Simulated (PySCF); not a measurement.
A structure optimised at ωB97X-D3(BJ)/def2-SVP, used in a PySCF frequency run:

```
Si
F 1 1.6086
F 1 1.6086 2 107.46
F 1 1.6111 2 107.46 3 115.39
Si 1 2.3196 2 112.40 3 -124.17
F 5 1.6287 1 107.51 2 60.70
H 5 1.4849 6 109.32 1 119.26
H 5 1.4849 7 110.83 6 -120.57
```
Charge 0, spin multiplicity 1.

Q: Write its SMILES, formula and point group.

A: F[SiH2][Si](F)(F)F, F4H2Si2, Cs

Q: What are its rotational constants (standard atomic weights)?

A: 3.2902, 1.3996, 1.3269 GHz
